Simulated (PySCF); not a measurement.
# Trend along the alkaline earths: MPb anions

PBE0 with double-zeta basis sets in PySCF, for the lowest determinant that a PBE0 search found; no spin–orbit coupling. De refers to high-spin ground-configuration atoms (the charge goes to the atom of lower measured ionisation energy or higher electron affinity, which is not always the lowest computed limit). A positive dipole points towards Pb; it is taken about the centre of mass and depends on that origin.

```csv
M,basis,charged atom,state (unpaired electrons),Re (Å),ωe (cm⁻¹),De (eV),μ (D)
Be,aug-cc-pVDZ/aug-cc-pVDZ-PP,Pb−,"quartet (σ ↑, π ↑↑)",2.502,367,1.31,5.14
Mg,aug-cc-pVDZ/aug-cc-pVDZ-PP,Pb−,"quartet (σ ↑, π ↑↑)",2.987,161,0.85,5.27
Ca,def2-SVPD,Pb−,"quartet (σ ↑, π ↑↑)",3.213,135,1.37,6.73
Sr,def2-SVPD,Pb−,"quartet (σ ↑, π ↑↑)",3.397,91.0,1.28,4.63
```

The shortest bond is that of BePb⁻ (2.502 Å), the longest that of SrPb⁻ (3.397 Å).

The rows differ in basis set, which adds steps of its own.

Down a group the atoms grow and get heavier, so bonds lengthen and wavenumbers fall; this series shows no clear exception.

Spin–orbit coupling is left out, which matters for elements this heavy, above all for dissociation energies. For an ion De counts to the pair picked by the measured ionisation energies or electron affinities, which need not be the lowest pair at this level. The highest Kohn–Sham level is positive in some of these anions. Much of that is self-interaction error, but it also means that the finite basis helps to hold the extra electron. States were picked by a PBE0 search and need not be the measured ground states.
